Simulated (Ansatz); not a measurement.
Species: C2H8BO2, net charge 1, singlet state. It need not be the lowest isomer of its formula. 
Coordinates optimised at B3LYP-D3(BJ)/def2-TZVP (Ansatz, a first-principles code):
SMILES: C[OH+]BOC
```xyz
13

B      0.0386     0.3316     0.8018
O      0.8381    -0.1477    -0.3436
C      2.3318    -0.1877    -0.4165
O     -1.2615     0.3086     0.7256
C     -2.1242    -0.1293    -0.3462
H      0.6943     0.7020     1.7071
H      2.6273     0.4466    -1.2457
H      2.6163    -1.2257    -0.5535
H      2.6761     0.2033     0.5336
H     -1.9625    -1.1891    -0.5467
H     -3.1438     0.0183    -0.0057
H     -1.9516     0.4768    -1.2362
H      0.3925    -0.4753    -1.1421
```
Charge +1, spin multiplicity 1.

Total electronic energies in hartree. Valence correlation only, unless marked. No spin-orbit coupling. No relativistic terms. CBS marks a two-point X^-3 extrapolation of the correlation energy; Hartree-Fock from the larger set. [CCSD(T)-MP2]/basis is that difference in the basis named.

```csv
level,program,energy (Eh)
HF/6-31G*,Ansatz,-254.60551
r2SCAN0-D4/def2-TZVPD,Ansatz + dftd4,[?]
HSE06/def2-TZVPD,Ansatz,[?]
MP2/6-31G,Ansatz,-254.97128
SCS-MP2/cc-pVDZ,Ansatz,-255.35254
"CCSD/CBS(cc-pVTZ,cc-pVQZ)",Ansatz,-255.7804
CCSD(T)/cc-pVTZ,Ansatz,-255.70073
"RI-MP2/CBS(cc-pVTZ,cc-pVQZ)+[CCSD(T)-MP2]/cc-pVDZ",Ansatz,-255.8280
"CCSD(T)/CBS(cc-pVTZ,cc-pVQZ)",Ansatz,-255.8209
```

Fill in the missing entries.


- r2SCAN0-D4/def2-TZVPD, energy (Eh): -256.03004
- HSE06/def2-TZVPD, energy (Eh): -255.89024
